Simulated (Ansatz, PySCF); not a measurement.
CH3Li, triplet, geometry from GFN2-xTB (such geometries of metal compounds can be far from the true shape) (a higher spin typed on purpose: for a closed-shell molecule this is an excited state), atoms displaced at random by about 0.08 Å a coordinate. Base run: PySCF with HF/def2-TZVP, gradient.

Input for PySCF:
```python
from pyscf import gto, scf

mol = gto.M(
    atom='''
Li   -1.19250460   -0.80626899   -0.92786527
C     0.42253134    0.13706416    0.31102715
H     0.74155587   -0.67694145    0.65393385
H    -0.63137736    0.79690053    0.84365804
H     0.93941657    0.79502731   -0.56859712
''',
    basis='def2-tzvp',
    spin=2,
    verbose=4,
)

mf = scf.UHF(mol)
mf.kernel()
g = mf.nuc_grad_method()
grad = g.kernel()
```

Programs used: Ansatz (a first-principles code), PySCF; a row that names a program was run with it.

The coordinate followed is y of atom 5.

Variants of this job, named by their change:

```tsv
change	dE/dx (Eh/bohr)	net force (Eh/bohr)
base	0.043303	0.000000
code = ansatz	0.043303	0.000000
finite difference step (bohr) = 1e-5; conv_tol = 1e-11	0.043303	-
finite difference step (bohr) = 0.05; conv_tol = 1e-11	0.043278	-
finite difference step (bohr) = 1e-4; conv_tol = 1e-11	0.043303	-
finite difference step (bohr) = 1e-3; conv_tol = 1e-11	0.043303	-
finite difference step (bohr) = 0.2; conv_tol = 1e-11	0.042911	-
finite difference step (bohr) = 0.01; conv_tol = 1e-11	0.043302	-
conv_tol = 1e-6	0.043302	0.000000
conv_tol = 1e-4	0.043297	0.000000
conv_tol = 1e-11	0.043303	0.000000
density fitting = on; auxbasis_response = off	0.043283	0.000990
```

The net force is zero for an exact gradient.

Open shells are given as the SCF converged; they aren't shown to be the lowest states, and a large step between rows can be another state.
